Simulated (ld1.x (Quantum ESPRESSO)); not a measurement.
phosphorus: one change to a PAW potential, before and after

P, PAW, made with ld1.x (Quantum ESPRESSO) 7.5 (PBE, non-relativistic). Core [Ne], reference 3s2 3p3. Waves: 3s (bound): rcut 1.25, rcutus 1.40 bohr; 3s channel at 2 Ry: rcut 1.25, rcutus 1.40 bohr; 3p (bound): rcut 1.45, rcutus 1.70 bohr; 3p channel at 1.7 Ry: rcut 1.45, rcutus 1.70 bohr. Local part: all-electron potential smoothed inside 1.25 bohr (lloc = -1). Core correction: Bessel-smoothed model core inside 1.25 bohr. Augmentation charge: PSQ, inside the norm-conserving radii.

All-electron outer shells of the reference configuration (PBE, non-relativistic, ld1.x):

```json
{"shell": "2p", "level (eV)": "-124.51", "outermost node (bohr)": "–", "outermost maximum (bohr)": "0.36"}
{"shell": "3s", "level (eV)": "-13.90", "outermost node (bohr)": "0.66", "outermost maximum (bohr)": "1.58"}
{"shell": "3p", "level (eV)": "-5.52", "outermost node (bohr)": "0.64", "outermost maximum (bohr)": "1.83"}
```

Change: functional BP86.

Cutoffs: the cutoffs (Ry, on a coarse ladder) from which the occupation-weighted sum of valence levels, in a spherical-Bessel basis at the reference potential, stays within 10 and 1 mRy of its value at 400 Ry; they do not see the model core or the augmentation charge, which bear on the density cutoff. Errors are all-electron minus pseudo energies relative to the spin-unpolarised reference configuration.

Problem. Predict the effect on cutoff, ghosts and configuration errors.

Solution. The potential gets harder (18 Ry and 25 Ry → 18 Ry and 30 Ry); the errors of the 7 common tests hardly move; neither file shows a bound ghost.

| quantity | base | changed |
| --- | --- | --- |
| cutoff, loose | 18 Ry | 18 Ry |
| cutoff, tight | 25 Ry | 30 Ry |
| bound ghosts | none | none |
| error for 3s2 3p2, meV [ΔE 9.74 → 9.84 eV] | -0.6 | -0.6 |
| error for 3s2 3p1, meV [ΔE 28.90 → 29.10 eV] | -6.8 | -7.4 |
| error for 3s2 3p0, meV [ΔE 58.65 → 58.97 eV] | -35 | -38 |
| error for 3s0 3p5, meV [ΔE 17.02 → 17.04 eV] | -1.1 | -1.4 |
| error for 3s1 3p4, meV [ΔE 8.45 → 8.45 eV] | -0.3 | -0.4 |
| error for 3s1 3p3, meV [ΔE 18.77 → 18.87 eV] | -1.6 | -1.8 |
| error for 3s2 3p3.3, meV [ΔE -1.31 → -1.34 eV] | 0.0 | 0.0 |
| s: phases at 1.84 bohr within 0.05 rad from the reference energy up to (Ry; the scan ends near 5) | to the end of the scan | to the end of the scan |
| p: phases at 1.84 bohr within 0.05 rad from the reference energy up to (Ry; the scan ends near 5) | to the end of the scan | to the end of the scan |
| lowest overlap eigenvalue by channel | s 0.50, p 0.76 | s 0.50, p 0.74 |
